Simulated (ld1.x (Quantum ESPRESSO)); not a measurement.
Sn (Z = 50): one change to a TM potential, before and after

ld1.x (Quantum ESPRESSO) 7.5 input, shortened:

```
&input
   title='Sn', zed=50., rel=1, dft='BP', iswitch=3,
   config='[Kr] 4d10 5s2 5p2'
 /
 &inputp
   pseudotype=2, tm=.true., lloc=2,
   nlcc=.true., new_core_ps=.true., rcore=0.90
 /
3
5S  1  0   2.00   0.00  2.15  2.15  0.0
5P  2  1   2.00   0.00  2.75  2.75  0.0
4D  3  2  10.00   0.00  0.95  0.95  0.0
 &test
   configts(1)='4d10 5s2 5p2'
 /
```

All-electron outer shells of the reference configuration (BP86, scalar-relativistic, ld1.x):

| shell | level (eV) | outermost node (bohr) | outermost maximum (bohr) |
| --- | --- | --- | --- |
| 4s | -134.02 | 0.40 | 0.74 |
| 4p | -89.78 | 0.41 | 0.79 |
| 4d | -25.92 | 0.39 | 0.88 |
| 5s | -10.71 | 0.98 | 2.01 |
| 5p | -3.84 | 1.09 | 2.55 |

Change: wave 4d (bound): rc 0.95 bohr becomes 4d (bound): rc 1.06 bohr.

Cutoffs: the cutoffs (Ry, on a coarse ladder) from which the occupation-weighted sum of valence levels, in a spherical-Bessel basis at the reference potential, stays within 10 and 1 mRy of its value at 400 Ry; they do not see the model core or the augmentation charge, which bear on the density cutoff. Errors are all-electron minus pseudo energies relative to the spin-unpolarised reference configuration.

Predict the effect on cutoff, ghosts and configuration errors.

The potential gets softer (120 Ry and 160 Ry → 100 Ry and 140 Ry); both files keep a bound ghost (p, s); of the 7 tests that both files solve, the error grows in 1 and shrinks in 0 by more than 15 % and 0.3 meV (median size 7.9 → 8.4 meV). A larger radius leaves more room for a smooth pseudo-wave, so fewer plane waves are needed.

```csv
quantity,base,changed
"cutoff, loose",120 Ry,100 Ry
"cutoff, tight",160 Ry,140 Ry
loose cutoff by channel (10 mRy a level),"s 10 Ry, p 6 Ry, d 90 Ry","s 10 Ry, p 6 Ry, d 80 Ry"
bound ghosts,"s, p","s, p"
"error for 4d10 5s2 5p1, meV [ΔE 7.03 eV]",-1.3,-1.5
"error for 4d10 5s2 5p0, meV [ΔE 21.15 eV]",-7.9,-8.4
"error for 4d10 5s1 5p0, meV [ΔE 52.33 eV]",-27,-28
"error for 4d10 5s1 5p3, meV [ΔE 7.00 eV]",-0.9,-1.0
"error for 4d10 5s0 5p0, meV [ΔE 93.44 eV]",-101,-101
"error for 4d10 5s0 5p4, meV [ΔE 14.24 eV]",-2.6,-3.2
"error for 4d9 5s2 5p3, meV [ΔE 24.41 eV]",-215,-224
s: phases at 2.99 bohr within 0.05 rad from the reference energy up to (Ry; the scan ends near 5),1.4,1.4
p: phases at 2.99 bohr within 0.05 rad from the reference energy up to (Ry; the scan ends near 5),2.4,2.5
d: phases at 2.99 bohr within 0.05 rad from the reference energy up to (Ry; the scan ends near 5),to the end of the scan,to the end of the scan
```

Base: These tests converged, but a pseudo level misses the all-electron one widely, so the file describes the atom poorly there or has found another state: 4d10 5s0 5p0: empty 5p by 4.4 eV. A true bound ghost makes a file unfit for plane-wave use even where its test errors are small: the radial tests pick states by their node count and pass the ghost by.
